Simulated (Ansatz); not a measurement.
**Isomers of C2H7MgN**

2 of its isomers, all singlets with charge 0: A = `C[CH2][Mg][NH2]`; B = `C[N](C)[MgH]`.

Shapes, held fixed at every level: PBE0-D4/def2-TZVP. Programs: Ansatz 0.2.0.

A:

```xyz
11

C    -1.3216    1.1479    0.7879
C    -0.3562   -0.0029    1.0799
Mg    0.8100   -0.6863   -0.5228
N     1.8665   -1.3084   -1.9653
H    -2.0515    0.8862    0.0155
H    -1.8960    1.4507    1.6720
H    -0.7999    2.0421    0.4328
H    -0.9151   -0.8598    1.4775
H     0.3247    0.2853    1.8911
H     1.6250   -2.0415   -2.6159
H     2.7795   -0.9702   -2.2322
```

B:

```xyz
11

C    -0.3539    1.2202   -0.3435
N    -0.1202   -0.1741   -0.0790
C     1.0283   -0.3407    0.7706
Mg   -1.1799   -1.5973   -0.7559
H     0.5025    1.7024   -0.8464
H    -0.5388    1.7984    0.5787
H    -1.2263    1.3679   -0.9909
H     0.9081    0.1644    1.7449
H     1.2233   -1.3984    0.9834
H     1.9487    0.0693    0.3192
H    -2.1263   -2.8693   -1.3606
```

Electronic energies in kJ/mol, without zero-point or thermal terms.

| level | kind | B − A |
| --- | --- | --- |
| HF/def2-SVP | Hartree–Fock | +53.4 |
| HF/def2-TZVPP | Hartree–Fock | +73.1 |
| BHLYP-D4/def2-TZVPP | global hybrid | +77.1 |
| r2SCAN0-D4/def2-TZVPP | global hybrid | +82.9 |
| MP2/def2-SVP | perturbation theory | +66.4 |
| CCSD/def2-SVP | coupled cluster or CI | +58.0 |
| CCSD/def2-TZVPP | coupled cluster or CI | +83.8 |
| CCSD(T)/def2-TZVPP | coupled cluster or CI | +83.7 |

The highest level, CCSD(T)/def2-TZVPP, puts A lowest of these. All levels agree on that. The B − A difference spans +53.4 to +83.8 kJ/mol over the levels. Outer-core shells of Mg are correlated in most correlated rows, in sets that cover them unevenly.
